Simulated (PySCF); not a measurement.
Below is a simulated gas-phase C 1s photoelectron spectrum of `CO[C@@H]1[SiH2][C@H]1F`.

Every computed line was given a Gaussian of 0.8 eV full width at half maximum and an area set by the number of equivalent atoms; the highest printed point is 100. Level of theory: PySCF, delta-SCF UKS SCAN, pcX-2 on the ionised atom, pcseg-1 elsewhere, spin-free X2C.

binding energy (eV), intensity and a bar:
```
    290.5          0 
    290.6          0 
    290.7          1 
    290.8          2 #
    290.9          4 #
    291.0          8 ##
    291.1         13 ####
    291.2         20 ######
    291.3         29 #########
    291.4         40 ############
    291.5         51 ###############
    291.6         62 ###################
    291.7         73 ######################
    291.8         83 #########################
    291.9         92 ############################
    292.0         98 #############################
    292.1        100 ##############################
    292.2         97 #############################
    292.3         88 ##########################
    292.4         75 ######################
    292.5         59 ##################
    292.6         43 #############
    292.7         29 #########
    292.8         18 #####
    292.9         10 ###
    293.0          5 ##
    293.1          3 #
    293.2          1 
    293.3          0 
    293.4          0
```

**Question.** How many maxima does the curve show, and how many computed lines lie under it?

**Answer.** The curve has 1 maximum (at 292.1 eV). Under it lie 3 lines from 3 inequivalent carbon sites. At this width some lines have no maximum of their own.

**Question.** Decompose the envelope and assign each component. Numbering: `[CH3:1][O:2][C@@H:3]1[SiH2:4][C@H:5]1[F:6]`.

**Answer.** 
| position (eV) | relative area | line | atoms | environment |
| --- | --- | --- | --- | --- |
| 291.64 | 1 | C 1s | C3 | sp3 carbon bound to oxygen |
| 292.15 | 1 | C 1s | C1 | methoxy carbon |
| 292.24 | 1 | C 1s | C5 | sp3 C–F carbon |

The listed C 1s values span 0.60 eV, from C3 (bonded to O, C, H and Si) to C5 (bonded to F, C, H and Si). The widest gap between neighbouring values is 0.51 eV, between 291.64 and 292.15 eV.

No satellites, vibrations or lifetime broadening are included. The structure is a single PBE0-D3(BJ)/def2-SVP conformer in the gas phase; no vibrational or solvent corrections.

Shape of the structure used: `[CH3:1][O:2][C@@H:3]1[SiH2:4][C@H:5]1[F:6]`: C1–O2–C3–Si4 158°.
